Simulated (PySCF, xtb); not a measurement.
C3H3Cl2F, SMILES C/C(Cl)=C(\F)Cl.

GFN2-xTB (xtb) at its own geometry gives an orbital gap of 4.26 eV and a dipole moment of 1.65 D.

Coordinates come from a TPSSh-D3(BJ)/def2-SVP optimisation.

### Question
What does PySCF with M06-2X/def2-TZVP give? (An estimate is asked for; the answer gives what the named calculation found.)

### Answer
gap 9.02 eV (levels -8.34 and 0.68 eV), dipole 1.42 D.
